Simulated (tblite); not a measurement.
Species: C5H15BN2.
SMILES with atom numbers: `[BH3-:1][N+:2]([CH3:3])([CH3:4])[CH2:5]/[CH:6]=[N:7]/[CH3:8]` (hydrogens: H9, H10, H11 on B1; H12, H13, H14 on C3; H15, H16, H17 on C4; H18, H19 on C5; H20 on C6; H21, H22, H23 on C8)

Geometry (GFN2-xTB, Å), atoms numbered from 1 in this order:
```
atom  x, y, z in Å
B1    -1.321    1.202   -1.070
N2    -1.105   -0.088   -0.057
C3    -2.381   -0.380    0.589
C4    -0.680   -1.252   -0.828
C5    -0.115    0.197    0.992
C6     1.262    0.459    0.467
N7     2.211   -0.292    0.801
C8     3.538   -0.036    0.338
H9    -2.255    0.926   -1.757
H10   -1.533    2.143   -0.368
H11   -0.325    1.322   -1.712
H12   -2.721    0.498    1.135
H13   -3.123   -0.613   -0.171
H14   -2.291   -1.225    1.279
H15   -1.417   -1.456   -1.601
H16   -0.569   -2.130   -0.184
H17    0.272   -1.040   -1.308
H18   -0.057   -0.650    1.689
H19   -0.449    1.088    1.530
H20    1.374    1.331   -0.184
H21    3.898   -0.931   -0.170
H22    4.175    0.126    1.209
H23    3.610    0.828   -0.335
```

Method: GFN2-xTB as coded in tblite; computed harmonic values from a numerical Hessian at the method's own geometry, unscaled. This tight-binding method is rough: wavenumbers can miss measured ones by several per cent, in bad cases by 10 to 20. Modes of hydrogen on boron can be 10 to 20 % off. One conformer, not necessarily the lowest.

Harmonic wavenumbers (cm⁻¹): 30.4, 63.8, 148.1, 201.4, 207.5, 245.8, 263.8, 285.9, 290.8, 326.5, 365.4, 378.6, 424.7, 490.5, 549.3, 619.4, 856.6, 892.5, 900.9, 935.2, 956.4, 1019.9, 1027.6, 1049.5, 1080.7, 1087.3, 1122.4, 1132.9, 1167.5, 1179.0, 1201.1, 1244.5, 1261.2, 1266.2, 1286.5, 1294.9, 1348.4, 1390.2, 1406.2, 1422.2, 1440.4, 1456.2, 1462.1, 1471.1, 1472.0, 1478.4, 1493.5, 1757.9, 2429.0, 2434.6, 2467.3, 2897.1, 2902.1, 2917.9, 2946.8, 2956.8, 2963.7, 2987.3, 3003.5, 3038.0, 3042.7, 3046.3, 3049.8.

A = 4104, B = 1031, C = 1014 MHz; mass 114.133 u (most abundant isotopes); point group C1, symmetry number 1.

Q: What is the zero-point energy?

A: ½Σν̃ = 43768 cm⁻¹ = 523.58 kJ/mol.

Q: Entropy at 273.15 K, 1 bar (ideal gas, RRHO, classical rotation)?

A: Translation 166.12, rotation 119.02, vibration 117.96: S = 403.1 J/(mol K).

Q: And Cp and H(273.15 K) − H(0)?

A: Cp = 159.86 J/(mol K), of which vibrations give 126.60 (their classical limit is 63 R = 523.8); H(273.15 K) − H(0) = 26.35 kJ/mol without the zero-point energy, 17.26 from vibrations.

Q: How do the functions run with temperature in this model?

A: 
```
 T (K)  S (J/(mol K))  Cp (J/(mol K))  H − H(0) (kJ/mol)  G − H(0) (kJ/mol)  ln q(vib)
    50          243.8            52.2               2.11             -10.08       0.74
   100          287.9            79.5               5.38             -23.42       1.89
298.15          417.6           171.5              30.49             -94.02       7.28
373.15          459.9           207.1              44.69            -126.94       9.37
   500          528.6           263.3              74.61            -189.67      12.91
   750          652.4           347.5             151.66            -337.62      19.81
  1000          760.7           404.4             246.11            -514.55      26.40
```

q(vib) and H(0) count from the zero-point level.

Q: Blend soft modes into free rotors: weight 1/[1 + (100 cm⁻¹/ν̃)⁴] for the oscillator and the rest for a rotor with moment μB/(μ + B), μ = h/(8π²ν), B = 10⁻⁴⁴ kg m². What vibrational entropy results?

A: 107.70 J/(mol K) in place of 117.96, which changes −T·S at 273.15 K by +2.80 kJ/mol.

Q: What must be added to the electronic energy to get the Gibbs energy at 273.15 K and 1 bar?

A: ZPE + [H(273.15 K) − H(0)] − T·S = 523.58 + 26.35 − 110.11 = 439.82 kJ/mol.

Hindered rotation and anharmonicity are outside this model. Other conformers, if any are populated, would add a mixing term that is left out. The structure is chiral; the term R ln 2 for an equal mix with its mirror image is left out.
